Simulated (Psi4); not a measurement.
Cl₃Sn (SMILES [Cl][Sn+]([Cl])[Cl]), charge +1, singlet, geometry from GFN2-xTB (such geometries of metal compounds can be far from the true shape) (core potentials on Sn), atoms displaced at random by about 0.05 Å a coordinate. Base run: HF/def2-SV(P) in Psi4 1.11.

Psi4 was given this input:
```
memory 2 GB

molecule {
1 1
  Sn   -0.07968957    0.07179290   -0.03828779
  Cl    2.19389133   -0.30350241   -0.43688446
  Cl   -0.91783905   -1.05949541    1.79261365
  Cl   -1.25363087    1.20990758   -1.38133462
}

set basis def2-sv(p)

optimize('scf')
print_variables()
```

The base run was repeated with changes; each row names its change, and settings that it needs were set with it.

| change | ΔE vs base (kcal/mol) | optimiser steps | core-seconds (rough) |
|---|---|---|---|
| base | 0.000 | 7 | 20 |
| step_type = nr | 0.000 | 7 | 10 |
| hess_update = bofill | 0.000 | 9 | 20 |
| g_convergence = nwchem_loose | 0.001 | 6 | 10 |
| g_convergence = gau | 0.000 | 7 | 20 |
| opt_coordinates = cartesian | 0.000 | 11 | 20 |
| g_convergence = gau_tight | 0.000 | 11 | 20 |
